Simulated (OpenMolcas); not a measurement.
# Si2+: effect of the IPEA shift

* Program: OpenMolcas
* Basis: ANO-RCC-VTZP [5s4p2d1f]
* Scalar Hamiltonian: DKH2, point nucleus
* Active space: 2 electrons in 4 orbitals (3s 3p)
* State averaging: 2S+1 = 3 even, 3 roots; 2S+1 = 1 even, 7 roots; 2S+1 = 3 odd, 3 roots; 2S+1 = 1 odd, 3 roots
* Spin-orbit coupling: state interaction with AMFI integrals over the reference wave functions, term energies averaged over their components

Methods on the same reference wave functions:
A. CASSCF
B. MS-CASPT2, IPEA 0 Eh, imaginary shift 0.1 Eh (closed shells correlated: 2s 2p)
C. MS-CASPT2, IPEA 0.25 Eh, imaginary shift 0.1 Eh (closed shells correlated: 2s 2p)

Energies in cm-1 above 3s2 1S0, the measured ground level; measured values from NIST levels in Kelleher and Podobedova, J. Phys. Chem. Ref. Data 37, 1285 (2008).

```tsv
Level	A	B	C	Measured
3s2 1S0	0.0	0.0	0.0	0.0
3s 3p 3P* 0	51662	51887	51986	52725
3s 3p 3P* 1	51770	51994	52093	52853
3s 3p 3P* 2	51985	52211	52309	53115
3s 3p 1P* 1	92693	84560	85438	82884
3p2 3P0	129455	129310	129580	129708
3p2 3P1	129562	129418	129687	129842
3p2 3P2	129768	129637	129861	130101
3p2 1D2	140725	127712	130512	122215
3p2 1S0	165368	153959	154886	153444
```

Deviations, from unrounded energies. A percentage is the sum of absolute deviations over the sum of measured energies, with the sign that they share, or ± where signs differ.

```
           Against measurement  Levels     A     B     C
mean absolute deviation (cm-1)       9  4900  1300  1700
      other configurations (%)       9  ±4.9  ±1.3  ±1.7
```

B lies closest to measurement on these levels and A furthest from it. The largest miss of B in the table is 3p2 1D2, by +5500 cm-1. The ranking rests on the paired levels alone, and a cruder setting can come out closer through cancelling errors.

Between B and C the level of the table that moves most is 3p2 1D2, by 2800 cm-1 (lowest in B, highest in C).

The lowest spin-free term lies below A's lowest term by 0.025 hartree in B, 0.025 hartree in C.

Over all roots computed the reference weight is 0.88 to 1.00 in B, 0.92 to 1.00 in C; the roots of lowest weight are the least certain, and an intruder state may touch them. The ¹D term of p² mixes with s d, which this space lacks. Some levels mix across a computed gap that differs much from the measured one, so their mixing is not that of the real levels (holds for C). Measured partners are found by configuration, term and J. A level has none where our copy of the source lacks it or the pairing is in doubt (some pairs that miss far off the trend of their configuration count as doubtful), and it then counts in no deviation. Levels of configurations outside the active space are missing.

* marks odd parity.
